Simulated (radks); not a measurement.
Species: Tm LIV. Configuration: [Ne] 3s2 3p4.

All-electron calculation, Dirac Kohn-Sham, BLYP, spin-unpolarised, spherical densities, finite nucleus; open shells fill j = l - 1/2 first; Fermi nuclear charge, rms radius 5.2256 fm. Program: a radial shooting solver on a logarithmic mesh with Libxc functionals.

Energy parts (hartree):
| part | energy |
|---|---|
| total | -10716.0158 |
| kinetic | 12126.6487 |
| electron-nucleus | -23878.4204 |
| Hartree | 1189.9607 |
| exchange-correlation | -154.2048 |

Orbitals (lengths in bohr, moments of r in powers of bohr; r(90%) holds 90 % of the orbital's charge):
| orbital | occ. | eigenvalue (hartree) | <r^4> | r(90%) | small-component weight |
|---|---|---|---|---|---|
| 1s1/2 | 2 | -2317.470 | 8.069e-07 | 0.0363 | 6.69e-02 |
| 2s1/2 | 2 | -503.3351 | 0.0001174 | 0.130 | 1.53e-02 |
| 2p1/2 | 2 | -487.7941 | 0.00007114 | 0.114 | 1.53e-02 |
| 2p3/2 | 4 | -450.9793 | 0.00009696 | 0.124 | 1.40e-02 |
| 3s1/2 | 2 | -198.7115 | 0.003275 | 0.296 | 5.86e-03 |
| 3p1/2 | 2 | -192.9286 | 0.002773 | 0.285 | 5.79e-03 |
| 3p3/2 | 2 | -183.4219 | 0.003391 | 0.300 | 5.48e-03 |
| 3d3/2 | 0 | -175.3876 | 0.002028 | 0.265 | 5.29e-03 |
| 3d5/2 | 0 | -173.1255 | 0.002158 | 0.269 | 5.20e-03 |
| 4s1/2 | 0 | -105.2038 | 0.03849 | 0.544 | 2.93e-03 |

The highest occupied level is 3p3/2 at -4991.2 eV. Summed over all electrons, <r^2> = 0.3320 bohr^2, which gives a Langevin (diamagnetic) susceptibility term of -0.263 x 10^-6 cm^3/mol. For comparison, the ionisation energy in NIST's Atomic Spectra Database is 5044 eV (theoretical). In exact Kohn-Sham theory the highest level is minus the ionisation energy, but local and semilocal functionals leave it too shallow, through self-interaction and a potential that decays too fast; potentials with the right tail come closer. The density falls to 0.001 e/bohr^3 at r = 0.61 bohr.

Beside tabulated values, note that spin-unpolarised runs miss the spin-polarisation part of the exchange energy of open shells.
